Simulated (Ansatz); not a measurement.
Cartesian coordinates (Å):
SMILES: OB(O)I
```xyz
6

O     -0.5487    -1.1053    -0.0371
B      0.3529    -0.0961    -0.0071
O      0.0893     1.2304     0.0463
I      2.4203    -0.6594    -0.0488
H     -1.4721    -0.8386    -0.0179
H     -0.8417     1.4690     0.0645
```
Charge 0, spin multiplicity 1.

Calculation: Ansatz (a first-principles code) with frozen-core CCSD(T)/def2-TZVPP // PBE0-D3(BJ)/def2-TZVP.

- HF energy = -472.45278 Ha
- MP2 correlation energy = -1.07083 Ha

Task: Estimate the CCSD correlation energy, the (T) correction, the total energy and the T1 diagnostic.

Result: 
```json
{
 "CCSD correlation energy": "-1.04747 Ha",
 "(T) correction": "-0.03196 Ha",
 "CCSD(T) total energy": "-473.53221 Ha",
 "T1 diagnostic": "0.011"
}
```
